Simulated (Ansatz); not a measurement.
Consider the formal exchange of groups at the Si–C bond: `B[SiH2]C(O)F` + `[CH3][AlH][CH3]` → `B[SiH2][CH2][AlH][CH3]` + `OCF`.

Computed with Ansatz on PBE0-D4/def2-TZVP structures; ΔE is electronic, products minus reactants. CBS: MP2 limit from def2 TZ/QZ plus the TZ coupled-cluster correction, frozen cores. DFT in def2-TZVPP. B3LYP here is the variant with VWN-RPA as its local correlation; programs differ in this. One conformer a species, not always the lowest.

```csv
level,ΔE (kcal/mol),difference from CCSD(T)/CBS
PBE-D4,-8.8,0.4
r2SCAN-D4,-9.0,0.2
B3LYP-D4,-7.8,1.4
B2PLYP,-7.2,2.0
PBE,-7.3,1.9
MP2/def2-TZVPP,-10.4,-1.2
SCS-MP2/def2-TZVPP,-9.1,0.1
CCSD/def2-TZVPP,-8.8,0.4
HF/def2-QZVPP,-5.8,3.4
HF/CBS(def2),-5.8,3.4
CCSD(T)/CBS,-9.2,0
```

Largest T1 diagnostic among the species: 0.012.

The D4 term adds −2.4 kcal/mol with B3LYP and −1.3 kcal/mol with PBE0; it sums over pairs of atoms, weighted by their polarisabilities, and B3LYP, whose exchange is more repulsive, gets the larger term. From PBE to PBE0 (25 % exact exchange), in def2-TZVPP and without D4, ΔE moves by −1.0 kcal/mol.
